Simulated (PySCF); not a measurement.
# How methods differ on the excitation energy of Tl

Tl [Xe] 4f14 5d10 6s2 6p1 (2P) → Tl [Xe] 4f14 5d10 6s2 7s1 (2S), as a difference of total energies. All numbers are calculated (PySCF 2.14, a scalar-relativistic core potential, in aug-cc-pVQZ-PP with ECP60MDF (7s7p5d3f2g, 92 functions)). Correlated levels: valence: 5s2 5p6 5d10 frozen. The calculations carry no spin-orbit coupling.

```
           method  excitation energy (eV)
              UHF                   2.412
    MP2 (valence)                   2.492
SCS-MP2 (valence)                   2.492
   CCSD (valence)                   2.508
CCSD(T) (valence)                   2.512
```

**Question.** How much does correlation contribute at CCSD(T) (valence)?

**Answer.** 2.512 − (2.412) = 0.100 eV, measured against UHF.

Errors of the correlated levels include the incompleteness of this basis and the frozen core.

For comparison: 2.639 eV (measured; NIST levels, between the centres of gravity of the two terms).
